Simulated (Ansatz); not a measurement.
SbAsH6 (SMILES [AsH3].[SbH3]), closed shell: a trajectory.

The input file, in.yaml:

```yaml
crystal:
  periodic: [false, false, false]
  atoms:
    - {symbol: As, position_ang: [0.111401, -0.130132, -2.543832]}
    - {symbol: H, position_ang: [0.869609, -0.869623, -1.450694]}
    - {symbol: H, position_ang: [0.299569, 1.208289, -1.843974]}
    - {symbol: H, position_ang: [-1.224355, -0.363980, -1.852511]}
    - {symbol: Sb, position_ang: [-0.625476, 0.288325, 1.633965]}
    - {symbol: H, position_ang: [-0.042053, -1.301645, 1.419831]}
    - {symbol: H, position_ang: [-0.308007, 0.223509, 3.312856]}
    - {symbol: H, position_ang: [0.919314, 0.945256, 1.324361]}
basis:
  gaussian: {orbitals: def2-SVP}
hamiltonian: {xc: pbe0, dispersion: d4}
md: {n_steps: 40, timestep: 1.0, temperature: 300, ensemble: nvt_langevin, seed: 227, friction: 0.01, initial_velocities: maxwell_boltzmann}
```

Command:

```bash
ansatz run in.yaml --threads 4 --pin off --events-out ev --progress --plain --max-ram 9574MiB
```

Output of Ansatz 0.2.0:

```
Functional definition: PBE0
  name "PBE0"
  cite "Adamo & Barone, J. Chem. Phys. 110, 6158 (1999) doi:10.1063/1.478522"
  cite "Perdew, Burke & Ernzerhof, Phys. Rev. Lett. 77, 3865 (1996) doi:10.1103/PhysRevLett.77.3865"
  parent pbe
  parameter a = 0.25
  parameter kappa = 0.804
  parameter beta = 0.06672455060314922
  exchange = (1 - a)*pbe_x(kappa = kappa, mu = beta*pi^2/3) + a*exact_x
  correlation = pbe_c(beta = beta)
1037 factors; integrals over basis functions are off by at most 3.7e-4 eV
mean field evaluation 1: about -67460.2581 eV, gradient 9.7e0 eV
mean field evaluation 2: about -67460.4292 eV, gradient 5.1e0 eV
mean field evaluation 4: about -67460.4836 eV, gradient 2.5e-1 eV
mean field evaluation 8: about -67460.4951 eV, gradient 1.4e-3 eV
mean field -67460.49507604 eV, -2479.1274676786 hartree, gradient 1.2e-5 eV, S^2 0.000000; 0 other end points of the search recorded, 0 dependent functions left out
the calculation of the forces begins
reference -67460.49510319 eV, -2479.1274686763 hartree; 31, 31 occupied and 57, 57 virtual orbitals, 1037 factors
md step     0: t =     0.00 fs  T =   262.5 K  F+E_penalty+E_count = -67460.61360442 eV  E_kin = 0.271446 eV  (22 SCF iters)
md step     1: t =     1.00 fs  T =   255.6 K  F+E_penalty+E_count = -67460.60074891 eV  E_kin = 0.264353 eV  (27 SCF iters, 3 dispersion substeps)
md step     2: t =     2.00 fs  T =   216.9 K  F+E_penalty+E_count = -67460.56104629 eV  E_kin = 0.224285 eV  (27 SCF iters, 3 dispersion substeps)
md step     3: t =     3.00 fs  T =   205.8 K  F+E_penalty+E_count = -67460.51391693 eV  E_kin = 0.212860 eV  (28 SCF iters, 3 dispersion substeps)
md step     4: t =     4.00 fs  T =   168.2 K  F+E_penalty+E_count = -67460.47894739 eV  E_kin = 0.173887 eV  (27 SCF iters, 3 dispersion substeps)
md step     5: t =     5.00 fs  T =   172.0 K  F+E_penalty+E_count = -67460.46408500 eV  E_kin = 0.177890 eV  (26 SCF iters, 3 dispersion substeps)
md step     6: t =     6.00 fs  T =   199.2 K  F+E_penalty+E_count = -67460.47248196 eV  E_kin = 0.206033 eV  (27 SCF iters, 3 dispersion substeps)
md step     7: t =     7.00 fs  T =   210.2 K  F+E_penalty+E_count = -67460.49395394 eV  E_kin = 0.217339 eV  (27 SCF iters, 3 dispersion substeps)
md step     8: t =     8.00 fs  T =   231.1 K  F+E_penalty+E_count = -67460.51147775 eV  E_kin = 0.238932 eV  (27 SCF iters, 3 dispersion substeps)
md step     9: t =     9.00 fs  T =   230.3 K  F+E_penalty+E_count = -67460.51206832 eV  E_kin = 0.238194 eV  (27 SCF iters, 3 dispersion substeps)
md step    10: t =    10.00 fs  T =   217.4 K  F+E_penalty+E_count = -67460.49006334 eV  E_kin = 0.224769 eV  (26 SCF iters, 3 dispersion substeps)
md step    11: t =    11.00 fs  T =   204.1 K  F+E_penalty+E_count = -67460.45234802 eV  E_kin = 0.211014 eV  (26 SCF iters, 3 dispersion substeps)
md step    12: t =    12.00 fs  T =   166.7 K  F+E_penalty+E_count = -67460.42303133 eV  E_kin = 0.172334 eV  (26 SCF iters, 3 dispersion substeps)
md step    13: t =    13.00 fs  T =   165.4 K  F+E_penalty+E_count = -67460.42513478 eV  E_kin = 0.171075 eV  (27 SCF iters, 3 dispersion substeps)
md step    14: t =    14.00 fs  T =   191.6 K  F+E_penalty+E_count = -67460.46228233 eV  E_kin = 0.198124 eV  (27 SCF iters, 3 dispersion substeps)
md step    15: t =    15.00 fs  T =   249.3 K  F+E_penalty+E_count = -67460.51874217 eV  E_kin = 0.257808 eV  (27 SCF iters, 3 dispersion substeps)
md step    16: t =    16.00 fs  T =   284.7 K  F+E_penalty+E_count = -67460.56416038 eV  E_kin = 0.294353 eV  (23 SCF iters, 3 dispersion substeps)
md step    17: t =    17.00 fs  T =   308.6 K  F+E_penalty+E_count = -67460.57382731 eV  E_kin = 0.319095 eV  (28 SCF iters, 3 dispersion substeps)
md step    18: t =    18.00 fs  T =   272.6 K  F+E_penalty+E_count = -67460.54904988 eV  E_kin = 0.281938 eV  (27 SCF iters, 3 dispersion substeps)
md step    19: t =    19.00 fs  T =   225.4 K  F+E_penalty+E_count = -67460.51606896 eV  E_kin = 0.233048 eV  (27 SCF iters, 3 dispersion substeps)
md step    20: t =    20.00 fs  T =   180.9 K  F+E_penalty+E_count = -67460.49218265 eV  E_kin = 0.187015 eV  (27 SCF iters, 3 dispersion substeps)
md step    21: t =    21.00 fs  T =   168.5 K  F+E_penalty+E_count = -67460.48434943 eV  E_kin = 0.174268 eV  (27 SCF iters, 3 dispersion substeps)
md step    22: t =    22.00 fs  T =   176.5 K  F+E_penalty+E_count = -67460.49274564 eV  E_kin = 0.182488 eV  (27 SCF iters, 3 dispersion substeps)
md step    23: t =    23.00 fs  T =   197.7 K  F+E_penalty+E_count = -67460.50901797 eV  E_kin = 0.204430 eV  (27 SCF iters, 3 dispersion substeps)
md step    24: t =    24.00 fs  T =   213.0 K  F+E_penalty+E_count = -67460.51915603 eV  E_kin = 0.220269 eV  (27 SCF iters, 3 dispersion substeps)
md step    25: t =    25.00 fs  T =   204.3 K  F+E_penalty+E_count = -67460.50863237 eV  E_kin = 0.211253 eV  (27 SCF iters, 3 dispersion substeps)
md step    26: t =    26.00 fs  T =   177.7 K  F+E_penalty+E_count = -67460.47952426 eV  E_kin = 0.183719 eV  (26 SCF iters, 3 dispersion substeps)
md step    27: t =    27.00 fs  T =   149.6 K  F+E_penalty+E_count = -67460.45304778 eV  E_kin = 0.154734 eV  (27 SCF iters, 3 dispersion substeps)
md step    28: t =    28.00 fs  T =   172.6 K  F+E_penalty+E_count = -67460.44489002 eV  E_kin = 0.178514 eV  (27 SCF iters, 3 dispersion substeps)
md step    29: t =    29.00 fs  T =   183.7 K  F+E_penalty+E_count = -67460.45981062 eV  E_kin = 0.189969 eV  (27 SCF iters, 3 dispersion substeps)
md step    30: t =    30.00 fs  T =   202.9 K  F+E_penalty+E_count = -67460.49766334 eV  E_kin = 0.209825 eV  (27 SCF iters, 3 dispersion substeps)
md step    31: t =    31.00 fs  T =   261.3 K  F+E_penalty+E_count = -67460.53952998 eV  E_kin = 0.270180 eV  (27 SCF iters, 3 dispersion substeps)
md step    32: t =    32.00 fs  T =   267.5 K  F+E_penalty+E_count = -67460.56133530 eV  E_kin = 0.276578 eV  (27 SCF iters, 3 dispersion substeps)
md step    33: t =    33.00 fs  T =   275.6 K  F+E_penalty+E_count = -67460.55246914 eV  E_kin = 0.284963 eV  (24 SCF iters, 3 dispersion substeps)
md step    34: t =    34.00 fs  T =   228.5 K  F+E_penalty+E_count = -67460.51781969 eV  E_kin = 0.236285 eV  (27 SCF iters, 3 dispersion substeps)
md step    35: t =    35.00 fs  T =   201.1 K  F+E_penalty+E_count = -67460.47557575 eV  E_kin = 0.207940 eV  (28 SCF iters, 3 dispersion substeps)
md step    36: t =    36.00 fs  T =   165.7 K  F+E_penalty+E_count = -67460.44516137 eV  E_kin = 0.171352 eV  (27 SCF iters, 3 dispersion substeps)
md step    37: t =    37.00 fs  T =   180.5 K  F+E_penalty+E_count = -67460.43575842 eV  E_kin = 0.186616 eV  (27 SCF iters, 3 dispersion substeps)
md step    38: t =    38.00 fs  T =   180.8 K  F+E_penalty+E_count = -67460.44263580 eV  E_kin = 0.186937 eV  (28 SCF iters, 3 dispersion substeps)
md step    39: t =    39.00 fs  T =   185.9 K  F+E_penalty+E_count = -67460.45230346 eV  E_kin = 0.192196 eV  (27 SCF iters, 3 dispersion substeps)
md step    40: t =    40.00 fs  T =   209.8 K  F+E_penalty+E_count = -67460.45027491 eV  E_kin = 0.216961 eV  (24 SCF iters, 3 dispersion substeps)
Total energy: -67460.45030179 eV, -2479.1258222552 hartree
Atom 0 at     0.042248    -0.085331    -2.570034 Å, force     0.332732    -0.495976    -1.033534 eV/Å
Atom 1 at     0.794769    -0.784949    -1.428917 Å, force    -0.597278     0.136727     0.056786 eV/Å
Atom 2 at    -0.109249     1.237608    -1.916887 Å, force     0.043348     0.613575     0.528159 eV/Å
Atom 3 at    -1.415985    -0.446380    -2.308355 Å, force     0.207629    -0.263893     0.402086 eV/Å
Atom 4 at    -0.610736     0.273448     1.664887 Å, force     0.362308    -0.482727    -0.392356 eV/Å
Atom 5 at    -0.841400    -1.429328     1.285021 Å, force     0.139029     0.566929     0.090560 eV/Å
Atom 6 at    -0.018511    -0.130235     3.226828 Å, force     0.075019     0.018367    -0.049550 eV/Å
Atom 7 at     0.995480     0.306969     0.932980 Å, force    -0.562787    -0.093002     0.397848 eV/Å
Dipole moment:    -0.071569     0.042983     0.103997 e Å

[the SCF lines of later steps are left out]
```

The lines “mean field evaluation” count trial sets of orbitals through the whole run, from several starts and some on an approximate energy, so they need not fall steadily or lie above the final value.

Hardware: 4 CPU threads of an Arm Neoverse V2, shared host. Wall time about 45 s.
